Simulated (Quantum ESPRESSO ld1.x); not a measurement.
The mean radii <r> (bohr) of the occupied orbitals of an atom or ion are listed with their occupations. Method: scalar-relativistic Kohn-Sham, LDA (Slater exchange, Perdew-Wang correlation), spin-polarised, spherical densities, point nucleus; computed with ld1.x of Quantum ESPRESSO 7.5.

| orbital | occ. | <r> |
|---|---|---|
| 1s up | 1 | 0.07320 |
| 1s down | 1 | 0.07319 |
| 2s up | 1 | 0.3445 |
| 2s down | 1 | 0.3442 |
| 2p up | 3 | 0.3080 |
| 2p down | 3 | 0.3077 |
| 3s up | 1 | 1.055 |
| 3s down | 1 | 1.058 |
| 3p up | 3 | 1.127 |
| 3p down | 2 | 1.132 |
| 3d up | 1 | 1.372 |
| 4p up | 1 | 3.279 |

Name the element and its charge. Open shells, if any, are filled with parallel spins first.

Answer. Z = 21, scandium, charge +2: Sc2+ in [Ne] 3s2 3p5 3d1 4p1. The 1s radius gives Z: for a bare nucleus <r> = (2 gamma + 1)/(2Z) with gamma = sqrt(1 - (Z/c)^2), 0.07087 bohr for Z = 21, and screening makes it slightly larger (0.07320 here). The occupations add up to 19, and the charge is Z minus that.
